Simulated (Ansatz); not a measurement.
Basis-set series for C₂H₄OZn (`C1[CH2][Zn][O]1`). Charge 0, multiplicity 1. The geometry is a stationary point of PBE0-D4/def2-TZVP.

```
functional       basis  functions  energy (Eh)  HOMO (eV)  LUMO (eV)
   PBE0-D4  def2-TZVPP        213  -1932.81043      -6.64      -2.71
   PBE0-D4  def2-QZVPP        391  -1932.86338      -6.68      -2.71
   ωB97M-V  def2-TZVPP        213  -1933.07027      -8.96      -1.02
   ωB97M-V  def2-QZVPP        391  -1933.12151      -8.98      -1.08
```

Give the rows for def2-SVP. (An estimate is asked.)

Computed: 
```csv
functional,basis,functions,energy (Eh),HOMO (eV),LUMO (eV)
PBE0-D4,def2-SVP,93,-1932.37262,-6.22,-2.41
ωB97M-V,def2-SVP,93,-1932.62620,-8.60,-0.64
```

Scalar relativity is left out up to krypton.
